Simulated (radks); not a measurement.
These are the eigenvalues of the occupied orbitals of an atom or ion with whole-number occupations (hartree). Method: scalar-relativistic Kohn-Sham, PBE, spin-polarised, spherical densities, finite nucleus; Fermi nuclear charge, rms radius of each element as measured or else 0.836 A^(1/3) + 0.57 fm; computed with a radial shooting solver on a logarithmic mesh with Libxc functionals.

| orbital | eigenvalue |
|---|---|
| 1s up | -101.6404 |
| 1s down | -101.6242 |
| 2s up | -9.80947 |
| 2s down | -9.79259 |
| 2p up | -7.56707 |
| 2p down | -7.54733 |
| 3s up | -1.24212 |
| 3p up | -0.76926 |
| 3p down | -0.68794 |

Which element is it, and in what charge state? The configuration may be excited. Open shells, if any, are filled with parallel spins first.

Answer. Z = 17, chlorine, charge +1: Cl+ in [Ne] 3s1 3p5. The list shows which subshells hold electrons but not how many an open one holds; the 1s level, -101.64 hartree, gives Z - s = 14.3 by -(Z - s)^2/2, which with screening and relativity narrows Z to a few neighbours, and the depths of the outer levels then fix element, charge and occupations together.
